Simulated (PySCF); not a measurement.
**EPR parameters of C6H6NOS**

Compound: C6H6NOS (doublet state).
Structure used (GFN2-xTB), in Å, numbered top down from 1:
```
atom  x, y, z in Å
C1     2.8585    0.6757    0.0948
N2     1.9084   -0.2500   -0.1072
C3     0.5594   -0.0932   -0.0444
C4    -0.2861   -1.1488   -0.2672
C5    -1.7209   -1.1333   -0.2183
O6    -2.3935   -2.1430   -0.4216
C7    -2.3597    0.1526    0.0882
C8    -1.7242    1.2988    0.3290
S9    -0.0043    1.5286    0.3390
H10    3.8850    0.3861    0.0174
H11    2.5796    1.6795    0.3396
H12    2.2158   -1.1899   -0.3333
H13    0.1586   -2.1084   -0.4988
H14   -3.4403    0.1327    0.1116
H15   -2.2407    2.2207    0.5493
```

The hyperfine couplings belong to this conformer and change with its torsions.

Identity: `s1ccc(=O)cc1N[CH2]` [radical].

Level of theory: UKS B3LYP, pcH-1 on C H N O S, non-relativistic, mean-field spin-orbit, GIAO (PySCF 2.14.0). Isolated species at its GFN2-xTB geometry (one conformer only). Couplings are sensitive to structure, and on GFN2-xTB geometries they can be far from those on DFT ones. The SCF solution wasn't tested for stability.

```json
{
 "g1, g2, g3": "2.00215, 2.00364, 2.00378",
 "g_iso": "2.00319",
 "Form of g": "close to axial: the two nearest values differ by 9 % of g3 − g1",
 "⟨S²⟩": "0.7616 (exact 0.7500)",
 "α and β electrons": "37, 36",
 "HOMO–LUMO gap, α and β orbitals": "3.47, 4.22 eV"
}
```

Hyperfine couplings atom by atom, in MHz; T1 to T3 are the principal values of the dipolar part; ρ(0) is the spin density at the nucleus:

```json
{"atom": "C1", "isotope": "13C", "a_iso": "61.4", "of which spin–orbit": "-0.1", "T1": "-63.2", "T2": "-61.9", "T3": "125.2", "Mulliken spin population": "0.80", "ρ(0) (bohr⁻³)": "0.0547"}
{"atom": "N2", "isotope": "14N", "a_iso": "-0.2", "of which spin–orbit": "0.0", "T1": "-6.9", "T2": "-5.8", "T3": "12.7", "Mulliken spin population": "0.05", "ρ(0) (bohr⁻³)": "-0.0007"}
{"atom": "C3", "isotope": "13C", "a_iso": "-9.8", "of which spin–orbit": "0.0", "T1": "-2.5", "T2": "-0.5", "T3": "3.0", "Mulliken spin population": "-0.04", "ρ(0) (bohr⁻³)": "-0.0087"}
{"atom": "C4", "isotope": "13C", "a_iso": "13.8", "of which spin–orbit": "0.0", "T1": "-15.4", "T2": "-14.4", "T3": "29.8", "Mulliken spin population": "0.19", "ρ(0) (bohr⁻³)": "0.0123"}
{"atom": "C5", "isotope": "13C", "a_iso": "-9.2", "of which spin–orbit": "0.0", "T1": "-0.8", "T2": "-0.5", "T3": "1.2", "Mulliken spin population": "-0.01", "ρ(0) (bohr⁻³)": "-0.0082"}
{"atom": "O6", "isotope": "17O", "a_iso": "-6.3", "of which spin–orbit": "-0.1", "T1": "-27.2", "T2": "13.6", "T3": "13.7", "Mulliken spin population": "0.09", "ρ(0) (bohr⁻³)": "0.0102"}
{"atom": "C7", "isotope": "13C", "a_iso": "-1.9", "of which spin–orbit": "0.0", "T1": "-0.7", "T2": "0.1", "T3": "0.6", "Mulliken spin population": "-0.01", "ρ(0) (bohr⁻³)": "-0.0017"}
{"atom": "C8", "isotope": "13C", "a_iso": "0.7", "of which spin–orbit": "0.0", "T1": "-1.1", "T2": "-0.6", "T3": "1.7", "Mulliken spin population": "0.01", "ρ(0) (bohr⁻³)": "0.0006"}
{"atom": "S9", "isotope": "33S", "a_iso": "-1.2", "of which spin–orbit": "0.0", "T1": "-0.1", "T2": "-0.1", "T3": "0.2", "Mulliken spin population": "0.00", "ρ(0) (bohr⁻³)": "-0.0034"}
{"atom": "H10", "isotope": "1H", "a_iso": "-51.8", "of which spin–orbit": "0.0", "T1": "-30.8", "T2": "0.9", "T3": "29.9", "Mulliken spin population": "-0.04", "ρ(0) (bohr⁻³)": "-0.0116"}
{"atom": "H11", "isotope": "1H", "a_iso": "-51.7", "of which spin–orbit": "0.0", "T1": "-30.5", "T2": "1.0", "T3": "29.4", "Mulliken spin population": "-0.03", "ρ(0) (bohr⁻³)": "-0.0116"}
{"atom": "H12", "isotope": "1H", "a_iso": "-9.0", "of which spin–orbit": "0.0", "T1": "-6.5", "T2": "-5.2", "T3": "11.7", "Mulliken spin population": "0.00", "ρ(0) (bohr⁻³)": "-0.0020"}
{"atom": "H13", "isotope": "1H", "a_iso": "-11.4", "of which spin–orbit": "0.0", "T1": "-4.5", "T2": "-1.7", "T3": "6.2", "Mulliken spin population": "-0.01", "ρ(0) (bohr⁻³)": "-0.0026"}
{"atom": "H14", "isotope": "1H", "a_iso": "-0.2", "of which spin–orbit": "0.0", "T1": "-0.8", "T2": "-0.1", "T3": "0.9", "Mulliken spin population": "0.00", "ρ(0) (bohr⁻³)": "0.0000"}
{"atom": "H15", "isotope": "1H", "a_iso": "-0.8", "of which spin–orbit": "0.0", "T1": "-0.6", "T2": "-0.6", "T3": "1.2", "Mulliken spin population": "0.00", "ρ(0) (bohr⁻³)": "-0.0002"}
```

The Mulliken spin populations are largest on C1 (+0.80), C4 (+0.19) and O6 (+0.09). The angles at C1 add up to 360.0°, so it is planar; its axial dipolar tensor and the negative couplings of its protons fit spin in a p orbital normal to that plane.

Axes: g1 is normal to the molecular plane and g3 points within 3° of the C1–N2 bond.

Under fast tumbling the dipolar parts average out, and these isotropic splittings remain: 1 × 1H (H10, I = 1/2, 2 lines) with 1.85 mT, 1 × 1H (H11, I = 1/2, 2 lines) with 1.84 mT, 1 × 1H (H13, I = 1/2, 2 lines) with 0.41 mT and 1 × 1H (H12, I = 1/2, 2 lines) with 0.32 mT.

H10 and H11 aren't averaged: C1 is flat or nearly so (angle sum 360°), and its turn about the short C1–N2 bond (1.34 Å) is taken as slow.

The 17O coupling of O6 (-6.3 MHz) shows only in satellite lines or after enrichment, since that isotope makes up about 0.038 % of natural oxygen.

The 13C coupling of C1 (61.4 MHz) shows only in satellite lines or after enrichment, since that isotope makes up about 1.07 % of natural carbon.

The spin density at the nucleus, in bohr⁻³, is negative for H10 (-0.0116), H11 (-0.0116) and C3 (-0.0087), for instance. A restricted open-shell determinant has no negative spin density anywhere; here it arises because α and β orbitals differ (spin polarisation).

Time: 1.9 min (with the writing of density and orbital grids); peak memory 1.0 GiB. Hardware: an Arm Neoverse V1 with one thread, on a shared host.
